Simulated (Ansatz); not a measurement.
A structure relaxed at r2SCAN-D4/def2-SVP in Ansatz, charge 0, singlet:

Cartesian coordinates in Å:
```
Sn 0.086 1.220 -1.133
Sn 0.032 0.252 1.648
Te -0.118 -1.472 -0.515
```

Task: Give its formula and point group.

Result: Sn2Te. Point group C2v (tolerance 0.1 Å).

Task: Summarise the bond lengths by kind (pairs closer than 1.2 times the sum of covalent radii, bridged metal pairs left out).

Result: 2 × Sn–Te 2.77 Å.

In the def2 sets Sn, Te take a core potential; there is no spin–orbit coupling. The structure comes from a short search, and lower isomers may exist.
